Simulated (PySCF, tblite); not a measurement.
Isomers of C6H11B. Calculated harmonic vibrations of the isolated species, GFN2-xTB (tblite), most abundant isotopes, no scaling. Against measured fundamentals such values can be off by several per cent, at times by over 20. Modes of hydrogen on boron can be 10 to 20 % off. One conformer each.

Electronic energies: PBE0-D3(BJ)/def2-SVP at its own geometries (PySCF, gas phase).

| SMILES | electronic energy, lowest = 0 (kJ/mol) |
| --- | --- |
| C=C/C=C/B(C)C | 0.0 |
| CC=C=CB(C)C | 35.6 |
| B[C@]12CC[C@H]1CC2 | 121.2 |
| B[C@@H]1C[C@@H]1C1CC1 | 128.8 |
| B/C(=C\C)C(=C)C | 98.0 |

**Question.** How do GFN2-xTB zero-point energies change the relative energies?

**Answer.** 
```csv
SMILES,ZPE (kJ/mol),of it from modes above 1550 cm⁻¹,electronic (kJ/mol),"with ZPE, lowest = 0 (kJ/mol)",lowest mode (cm⁻¹),rings
C=C/C=C/B(C)C,394.3,219.5,0.0,0.0,30,0
CC=C=CB(C)C,393.0,210.6,35.6,34.3,5,0
B/C(=C\C)C(=C)C,390.8,215.2,98.0,94.5,39,0
B[C@]12CC[C@H]1CC2,405.0,193.1,121.2,131.9,62,2
B[C@@H]1C[C@@H]1C1CC1,400.7,197.2,128.8,135.2,48,2
```

The zero-point energies span 14.2 kJ/mol, from `B/C(=C\C)C(=C)C` to `B[C@]12CC[C@H]1CC2`. The order is unchanged.

**Question.** And how do the electronic energies of GFN2-xTB itself compare?

**Answer.** `C=C/C=C/B(C)C` 90.1; `CC=C=CB(C)C` 105.8; `B/C(=C\C)C(=C)C` 68.6; `B[C@]12CC[C@H]1CC2` 0.0; `B[C@@H]1C[C@@H]1C1CC1` 44.7 kJ/mol, lowest = 0. Against the energies above, taken from the same isomer `C=C/C=C/B(C)C`, the largest difference is 211.3 kJ/mol. The two levels were optimised apart and needn't hold the same conformer.

**Question.** What do entropy and thermal enthalpy add at 298.15 K and 1 bar (rigid rotor, harmonic oscillator, one conformer each)?

**Answer.** 
```csv
SMILES,point group,symmetry number,S (J/(mol K)),H − H(0) (kJ/mol),ZPE + H − H(0) − TS (kJ/mol)
C=C/C=C/B(C)C,C1,1,417.9,28.88,298.6
B/C(=C\C)C(=C)C,C1,1,389.2,27.14,301.9
B[C@]12CC[C@H]1CC2,Cs,1,344.3,21.13,323.5
B[C@@H]1C[C@@H]1C1CC1,C1,1,357.8,22.72,316.7
```

Not tabulated: `CC=C=CB(C)C` (lowest mode only 5 cm⁻¹).
